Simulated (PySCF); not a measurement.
RuO₄, SMILES [O]=[Ru](=[O])(=[O])=[O], multiplicity 1. Atoms are numbered in the order given.

```xyz
5

Ru     0.0000     0.0000     0.0000
O     -0.9783     0.9783    -0.9783
O      0.9783     0.9783     0.9783
O      0.9783    -0.9783    -0.9783
O     -0.9783    -0.9783     0.9783
```

Geometry optimised at PBE-D3(BJ)/def2-SVP. The multiplicity is an assumed one; other spin states were not compared. The isomer is the one that the SMILES or the coordinates give; other isomers of the formula were not compared. The def2 effective core potentials stand for the cores of Ru; spin–orbit coupling is left out.

Calculation: PBE-D3(BJ)/def2-SVP (PySCF).

Frequencies are harmonic and unscaled.

Modes within 1.5 cm⁻¹ of each other (mostly degenerate sets) share a row, with their intensities summed.

```
mode  ν (cm⁻¹)  IR (km/mol)  moving atoms (share of kinetic energy)
----  --------  -----------  --------------------------------------
1–2        324          0.0                                 O 100 %
3–5        346         17.6                         O 80 %, Ru 20 %
6          927          0.0                                 O 100 %
7–9        957        264.0                         O 81 %, Ru 19 %
```
